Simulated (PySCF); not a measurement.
# `C#CN1BNB(C=S)NB1`, C3H6B3N3S

Molfile (atoms numbered from 1):
```
C3H6B3N3S
     RDKit          3D

 16 16  0  0  0  0  0  0  0  0999 V2000
    4.1133   -0.4699    0.0037 C   0  0  0  0  0  0  0  0  0  0  0  0
    2.9220   -0.2584    0.0264 C   0  0  0  0  0  0  0  0  0  0  0  0
    1.5886   -0.0216    0.0504 N   0  0  0  0  0  0  0  0  0  0  0  0
    0.8765    0.1593   -1.2038 B   0  0  0  0  0  0  0  0  0  0  0  0
   -0.5157    0.4034   -1.1283 N   0  0  0  0  0  0  0  0  0  0  0  0
   -1.2334    0.4800    0.0959 B   0  0  0  0  0  0  0  0  0  0  0  0
   -2.7903    0.7591    0.1012 C   0  0  0  0  0  0  0  0  0  0  0  0
   -3.6503    1.0108   -1.2512 S   0  0  0  0  0  0  0  0  0  0  0  0
   -0.4974    0.2972    1.3046 N   0  0  0  0  0  0  0  0  0  0  0  0
    0.9021    0.0473    1.3235 B   0  0  0  0  0  0  0  0  0  0  0  0
    5.1695   -0.6575   -0.0166 H   0  0  0  0  0  0  0  0  0  0  0  0
    1.4711    0.0986   -2.2482 H   0  0  0  0  0  0  0  0  0  0  0  0
   -1.0576    0.5416   -1.9775 H   0  0  0  0  0  0  0  0  0  0  0  0
   -3.3217    0.7906    1.0692 H   0  0  0  0  0  0  0  0  0  0  0  0
   -0.9806    0.3461    2.1930 H   0  0  0  0  0  0  0  0  0  0  0  0
    1.5114   -0.1041    2.3504 H   0  0  0  0  0  0  0  0  0  0  0  0
  1  2  3  0
  2  3  1  0
  3  4  1  0
  4  5  1  0
  5  6  1  0
  6  7  1  0
  7  8  2  0
  6  9  1  0
  9 10  1  0
 10  3  1  0
  1 11  1  0
  4 12  1  0
  5 13  1  0
  7 14  1  0
  9 15  1  0
 10 16  1  0
M  END
```

Computed, not measured: quadratic response CAM-B3LYP/aug-cc-pVDZ first hyperpolarisability, Taylor convention, gas phase (PySCF). Geometry: PBE0-D3(BJ)/def2-SVP.

**Question.** What is the first hyperpolarisability, and how does it disperse?

**Answer.** In au, Taylor convention; the vector part is βᵢ = ⅓ Σⱼ (βᵢⱼⱼ + βⱼᵢⱼ + βⱼⱼᵢ); β∥ is 3/5 of the vector part along the dipole, the dipole points from − to +:
| process | λ (nm) | β vector norm | β∥ | β HRS | depolarisation ratio |
| --- | --- | --- | --- | --- | --- |
| static β(0;0,0) | ∞ | 963.7 | -126.8 | 394.8 | 5.19 |
| second harmonic β(−2ω;ω,ω) | 1907 | 1146.4 | -157.8 | 469.8 | 5.17 |
| Pockels β(−ω;ω,0) | 1907 | 1020.1 | -136.3 | – | – |
| Pockels β(−ω;ω,0) | 1064 | 1160.8 | -160.3 | – | – |

Second harmonics within 0.3 eV of the first excitation or beyond it are left out.

**Question.** Which lowest excitations, dipole and polarisabilities go with it?

**Answer.** S1 1.89 eV (f = 0.000); S2 4.39 eV (f = 0.215); S3 5.19 eV (f = 0.007); dipole 1.72 D; isotropic α 121.7 au static, 122.3 au at 1907 nm, 123.7 au at 1064 nm, 124.2 au at 953.5 nm.
